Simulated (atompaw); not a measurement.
**Building the PAW (atompaw) potential for Ni (Z = 28) (PBE, scalar-relativistic).**

atompaw 4.2.0.5 input, output lines left out:

```
Ni 28
GGA-PBE scalarrelativistic loggrid 1500 logderivrange -3 5 201
4 4 3 0 0 0
4 0 1.5
4 1 0.5
3 2 8
0 0 0
c
c
c
v
c
c
v
v
2
2.20 1.75 2.05 1.55
y
2.45
n
y
3.09
n
y
-0.3
n
custom polynom vanderbiltortho besselshape
bessel
2.20
2.10
2.20
2.20
0.90
0.90
```

Poles of the logarithmic derivatives, all-electron (AE) and pseudo (PS). s: poles at 2.5 (AE) and 2.5 (PS) Ry. p: poles at 3.7 (AE) and 3.7 (PS) Ry. d: poles at -0.5 (AE) and -0.5 (PS) Ry. Test radius 2.22 bohr.

- Cutoffs needed: 180 Ry and 300 Ry (the cutoffs (Ry, on a coarse ladder) from which the occupation-weighted sum of valence levels, in a spherical-Bessel basis at the reference potential, stays within 10 and 1 mRy of its value at 400 Ry)
- Ghost test: no extra level below or beside the all-electron valence levels (s, p, d, f tested) (spherical-Bessel basis up to 400 Ry, 20 bohr box)
- Lowest eigenvalue of the overlap operator: 0.37 (s channel)
- Overlap eigenvalues printed by atompaw (projector basis): 0.000429, 0.0384, 0.204, 22.9, 105, 211
- Share of each valence orbital outside the PAW sphere: 4s 65 %, 4p 88 %, 3d 5 %
